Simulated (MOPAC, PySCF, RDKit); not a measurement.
Torsion H4–N1–Ge2–Br3 in BrGeH2N (SMILES [NH2][Ge][Br]); at each angle all else is relaxed with GFN2-xTB, and the levels are single points there.
Geometry at 0° (charge 0, multiplicity 1):
```csv
atom,x (Å),y (Å),z (Å)
N,-0.7116,0.0049,-0.0667
Ge,0.7227,-1.0574,-0.3707
Br,1.9971,0.5969,-1.4690
H,-0.8363,0.9757,-0.3203
H,-1.5382,-0.3234,0.4088
```

On the grid 0° to 330°, 270° is the highest and 0° the lowest point at CCSD(T)/CBS(cc-pVTZ, cc-pVQZ).

Rows in 6-31G* carry no dispersion term and start afresh at each structure (6-31G* with six Cartesian d functions); the Pople sets are all-electron and without relativity. The state that AM1 reach isn't checked.

Run with MOPAC for AM1 (differences of heats of formation); PySCF for 6-31G* rows; RDKit for the force fields. Each number belongs to the level named beside it.

### Question
One of these levels gives 13.85 kcal/mol for the energy at 270° less that at 0°. Name it.
A) AM1
B) BP86/6-31G*
C) UFF

### Answer
A, AM1. The others give 2.19 (UFF), 11.89 (BP86/6-31G*)
